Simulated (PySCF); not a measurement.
# Computed data sheet: `CC1=CN(C)[N+](C)=C1`

Species: C₆H₁₁N₂ (charge +1).
SMILES with atom numbers: `[CH3:1][c:2]1[cH:3][n:4]([CH3:5])[n+:6]([CH3:7])[cH:8]1` (hydrogens: H9, H10, H11 on C1; H12 on C3; H13, H14, H15 on C5; H16, H17, H18 on C7; H19 on C8)

**GFN2-xTB geometry**

```yaml
Point_group_of_the_GFN2-xTB_geometry: Cs
Rotational_constants_A_B_C_of_the_GFN2-xTB_geometry: 4.001, 1.670, 1.205 GHz
```

**CAM-B3LYP/def2-SVPD ground state and vertical TDDFT (core frozen in the response) (PySCF)**

```yaml
HOMO_energy: -13.18 eV
LUMO_energy: -4.26 eV
HOMO–LUMO_gap: 8.92 eV
Lowest_singlet_excitation: 5.87 eV (211 nm, f = 0.133)
Strongest_line_among_the_8_lowest_singlet_transitions: S4 at 8.10 eV (153 nm, f = 0.539)
Lowest_triplet_excitation_Tamm–Dancoff: 4.24 eV
Static_isotropic_polarisability: 78.5 au
Electronic_spatial_extent_⟨r²⟩_about_the_centre_of_nuclear_charge: 1011 bohr²
```

Monoisotopic mass of the ion (most abundant isotopes, electron mass counted): 111.0917 u.

The polarisability is 11.63 Å³ as a volume (1 au = 0.148185 Å³), or 1.31 au for each of the 60 electrons. S1 lies 3.05 eV below the HOMO–LUMO gap; its leading configuration is HOMO→LUMO, weight 0.95. In wavenumbers S1 is 47400 cm⁻¹ (1 eV = 8065.54 cm⁻¹). With B = h/(8π²I), that is 505.379 GHz u Å² over I, the principal moments of inertia are 126.3, 302.7 and 419.5 u Å² (most abundant isotopes); the inertial defect Ic − Ia − Ib is -9.5 u Å² (zero for a rigid planar frame, negative otherwise). The rotational constants make it an asymmetric top with κ = (2B − A − C)/(A − C) = -0.67, nearer the prolate limit (−1).

Isolated species at its GFN2-xTB geometry, gas phase.
